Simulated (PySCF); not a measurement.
## Vertical excitation energies

Compound: 3-sulfolene, C4H6O2S.
SMILES: `O=S1(=O)CC=CC1`

The calculation used TDDFT wB97X-D/def2-SVPD, vertical, gas phase, core orbitals frozen in the response in PySCF. The structure is a single GFN2-xTB conformer in the gas phase; no vibrational or solvent corrections.

```json
{"state": "S1", "E (eV)": "6.82", "E (kJ/mol)": "658", "λ (nm)": "181.8", "f": "0.032", "symmetry": "A′", "main configurations (H = HOMO, L = LUMO)": "H-1→L (97%)"}
{"state": "S2", "E (eV)": "7.06", "E (kJ/mol)": "681", "λ (nm)": "175.7", "f": "0.134", "symmetry": "A″", "main configurations (H = HOMO, L = LUMO)": "H→L (92%)"}
{"state": "S3", "E (eV)": "7.63", "E (kJ/mol)": "736", "λ (nm)": "162.4", "f": "0.0005", "symmetry": "–", "main configurations (H = HOMO, L = LUMO)": "H-2→L (93%)"}
{"state": "S4", "E (eV)": "7.70", "E (kJ/mol)": "743", "λ (nm)": "161.0", "f": "0.014", "symmetry": "A′", "main configurations (H = HOMO, L = LUMO)": "H→L+1 (81%), H→L+2 (14%)"}
{"state": "S5", "E (eV)": "8.02", "E (kJ/mol)": "774", "λ (nm)": "154.6", "f": "0.0002", "symmetry": "–", "main configurations (H = HOMO, L = LUMO)": "H-1→L+2 (59%), H-1→L+5 (16%)"}
{"state": "S6", "E (eV)": "8.23", "E (kJ/mol)": "795", "λ (nm)": "150.6", "f": "0.0023", "symmetry": "A′", "main configurations (H = HOMO, L = LUMO)": "H→L+5 (78%), H→L+2 (12%)"}
{"state": "S7", "E (eV)": "8.27", "E (kJ/mol)": "798", "λ (nm)": "149.9", "f": "0.0024", "symmetry": "A′", "main configurations (H = HOMO, L = LUMO)": "H-3→L (81%)"}
{"state": "S8", "E (eV)": "8.29", "E (kJ/mol)": "800", "λ (nm)": "149.5", "f": "0.0031", "symmetry": "A″", "main configurations (H = HOMO, L = LUMO)": "H-4→L (63%), H-1→L+1 (28%)"}
```

Triplets, Tamm–Dancoff:

```json
{"state": "T1", "E (eV)": "4.45", "λ (nm)": "278.5", "main configurations (H = HOMO, L = LUMO)": "H→L (94%)"}
{"state": "T2", "E (eV)": "6.53", "λ (nm)": "190.0", "main configurations (H = HOMO, L = LUMO)": "H-1→L (94%)"}
{"state": "T3", "E (eV)": "7.54", "λ (nm)": "164.4", "main configurations (H = HOMO, L = LUMO)": "H-2→L (90%)"}
```

The lowest singlet lies at 6.82 eV (182 nm, vacuum ultraviolet) and is of moderate strength; its leading configuration is HOMO-1→LUMO (97%). The strongest level in the table is S2 at 7.06 eV (176 nm, f = 0.134). Löwdin shares by element: HOMO carbon 83% (atoms not listed hold the other 17%); LUMO carbon 76% (atoms not listed hold the other 24%). The oscillator strengths of these states sum to 0.188; summed over the whole spectrum of an exact calculation they would give the number of electrons, 62 (Thomas–Reiche–Kuhn). Orbital energies (eV): HOMO-3 -11.27, HOMO-2 -10.70, HOMO-1 -10.22, HOMO -10.08, LUMO 1.14, LUMO+1 1.99, LUMO+2 2.41. The listed states span 1.47 eV, and the widest gap between neighbours is 0.58 eV (S2 to S3). No computed singlet lies in the visible range (380 to 750 nm); the lowest, at 182 nm, stands 3.56 eV above its violet end (3.26 eV). Symmetry labels in Cs follow from the direction of the transition dipole and are given only for states with f of 0.002 or more. Singlets were solved by full linear response, triplets in the Tamm–Dancoff approximation.
